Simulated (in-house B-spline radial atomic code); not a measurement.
Cl III (Cl2+): [He] 2s2 2p5 3s2 3p3 3d1 (an excited or competing configuration)

Computed with an all-electron radial atomic-structure program (B-spline basis): non-relativistic PW91, spin-polarised, spherical fractional occupations, point nucleus.

Screening seen three ways: the hydrogenic charge with the same mean radius, Z_r = [3n² - l(l+1)]/(2<r>), the one with the same energy, Z_e = n√(-2ε), and Slater's rules. Values are occupation-weighted means over spin.

| shell | electrons | ε (eV) | <r> (bohr) | Z_r | Z_e | Slater |
| --- | --- | --- | --- | --- | --- | --- |
| 1s | 2 | -2812.7 | 0.09136 | 16.42 | 14.38 | 16.70 |
| 2s | 2 | -304 | 0.4367 | 13.74 | 9.45 | 13.20 |
| 2p | 5 | -247.77 | 0.3938 | 12.70 | 8.53 | 13.20 |
| 3s | 2 | -48.907 | 1.371 | 9.85 | 5.69 | 7.65 |
| 3p | 3 | -37.939 | 1.466 | 8.52 | 5.01 | 7.65 |
| 3d | 1 | -18.045 | 1.809 | 5.80 | 3.45 | 3.00 |

The least bound orbital is 3d up at -18.05 eV, and it is also the most diffuse (<r> = 1.809 bohr). The part-filled 2p shell lies below the filled 3s shell in orbital energy.
